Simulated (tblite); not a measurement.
C₅H₈O₃.
SMILES with atom numbers: `[O:1]=[CH:2][O:3][C@@H:4]1[CH2:5][CH2:6][CH2:7][O:8]1` (hydrogens: H9 on C2; H10 on C4; H11, H12 on C5; H13, H14 on C6; H15, H16 on C7)

Computed with GFN2-xTB (tblite), gas phase: Langevin dynamics at 400 K from the optimised GFN2-xTB geometry, time step 0.5 fs, friction 0.01 fs⁻¹, 2000 steps. The instantaneous temperature is 2·E(kin)/(3Nk) with all 3N coordinates.

```
t (fs)  T (K)  E(pot) above start (eV)  O1=C2 (Å)  C2–O3 (Å)  O3–C4 (Å)  C4–C5 (Å)  C5–C6 (Å)  C2–H9 (Å)  O1–C2–O3–C4 (°)
     0    325                    0.000      1.193      1.321      1.446      1.540      1.536      1.104                3
    25    190                    0.316      1.204      1.334      1.421      1.536      1.536      1.164               -9
    50    217                    0.488      1.184      1.352      1.473      1.528      1.502      1.201               -3
    75    308                    0.310      1.197      1.314      1.395      1.533      1.508      1.155                4
   100    235                    0.543      1.202      1.313      1.512      1.578      1.536      1.105                4
   125    270                    0.398      1.200      1.309      1.468      1.585      1.531      1.086                1
   150    346                    0.478      1.180      1.331      1.424      1.585      1.507      1.074                9
   175    285                    0.763      1.201      1.348      1.454      1.494      1.524      1.059                5
   200    299                    0.973      1.205      1.287      1.454      1.531      1.567      1.067              -13
   225    320                    0.864      1.178      1.336      1.476      1.588      1.566      1.122                9
   250    389                    0.745      1.198      1.268      1.480      1.534      1.550      1.139                8
   275    531                    0.505      1.211      1.293      1.484      1.538      1.549      1.152               -5
   300    339                    0.875      1.159      1.366      1.432      1.546      1.576      1.123               -6
   325    384                    0.689      1.231      1.352      1.396      1.532      1.508      1.127              -13
   350    482                    0.498      1.209      1.329      1.498      1.539      1.544      1.095               -1
   375    341                    0.712      1.181      1.295      1.480      1.558      1.558      1.101               10
   400    335                    0.667      1.193      1.298      1.445      1.597      1.492      1.119               18
   425    358                    0.551      1.211      1.296      1.454      1.506      1.496      1.148               -8
   450    230                    0.617      1.183      1.326      1.447      1.569      1.551      1.167              -18
   475    385                    0.595      1.177      1.333      1.427      1.567      1.532      1.174                5
   500    323                    0.670      1.215      1.323      1.463      1.498      1.508      1.166                6
   525    364                    0.827      1.188      1.357      1.464      1.532      1.509      1.170                7
   550    454                    0.673      1.161      1.334      1.394      1.575      1.558      1.135                1
   575    522                    0.401      1.231      1.311      1.456      1.587      1.543      1.121               -4
   600    468                    0.740      1.199      1.336      1.528      1.510      1.493      1.121               -1
   625    521                    0.687      1.159      1.331      1.466      1.487      1.565      1.156                8
   650    415                    0.752      1.230      1.297      1.437      1.533      1.623      1.131               12
   675    423                    0.536      1.252      1.289      1.430      1.523      1.510      1.103                3
   700    353                    0.746      1.165      1.339      1.489      1.554      1.485      1.097                5
   725    487                    0.596      1.195      1.317      1.410      1.563      1.564      1.126               25
   750    378                    0.839      1.238      1.312      1.430      1.619      1.572      1.133               15
   775    494                    0.731      1.159      1.364      1.396      1.489      1.563      1.127              -11
   800    528                    0.648      1.198      1.307      1.556      1.469      1.544      1.140               -6
   825    454                    1.037      1.212      1.265      1.445      1.558      1.547      1.122                6
   850    353                    0.681      1.178      1.325      1.418      1.512      1.565      1.115               15
   875    340                    0.659      1.215      1.372      1.446      1.512      1.555      1.106               12
   900    431                    0.549      1.214      1.323      1.427      1.605      1.543      1.109                6
   925    470                    0.967      1.200      1.313      1.488      1.605      1.483      1.109               16
   950    499                    0.745      1.174      1.313      1.469      1.527      1.494      1.101               -2
   975    532                    0.628      1.205      1.321      1.443      1.604      1.572      1.132              -17
  1000    380                    0.797      1.194      1.359      1.396      1.621      1.608      1.159               10
```

**Question.** From 500 fs on, how do temperature and potential energy compare with equipartition?

**Answer.** The mean temperature of these 21 frames is 438 K against the target 400 K, and the mean potential energy 0.71 eV against 42 × kT/2 = 0.72 eV for 42 classical harmonic modes. For 16 atoms in a canonical ensemble the temperature itself scatters by T·√(2/(3N)) = 82 K; here its standard deviation is 67 K. The whole run lasts only 10 friction times of 100 fs, so these averages carry a wide statistical error.

**Question.** What are the kinetic and total energies of the listed frame with the highest potential energy?

**Answer.** The one at 825 fs, 1.037 eV above the start. Its kinetic energy is 3NkT/2 = 0.938 eV at 454 K, so the sum is 1.97 eV; over the listed frames the sum runs from 0.67 to 1.97 eV, since the thermostat adds and removes energy.

**Question.** How much do the listed bonds fluctuate from 500 fs on?

**Answer.** 
| bond | at the start (Å) | mean (Å) | standard deviation (Å) |
| --- | --- | --- | --- |
| O1=C2 | 1.193 | 1.199 | 0.026 |
| C2–O3 | 1.321 | 1.324 | 0.025 |
| O3–C4 | 1.446 | 1.450 | 0.040 |
| C4–C5 | 1.540 | 1.547 | 0.046 |
| C5–C6 | 1.536 | 1.543 | 0.038 |
| C2–H9 | 1.104 | 1.128 | 0.021 |

The motion is classical and holds no zero-point motion.

What follows is the cost of the whole dynamics run. Hardware: one thread, Arm Neoverse N1 (aarch64), no GPU (shared host). Cost: 17 s wall, 0.18 GiB resident at most.
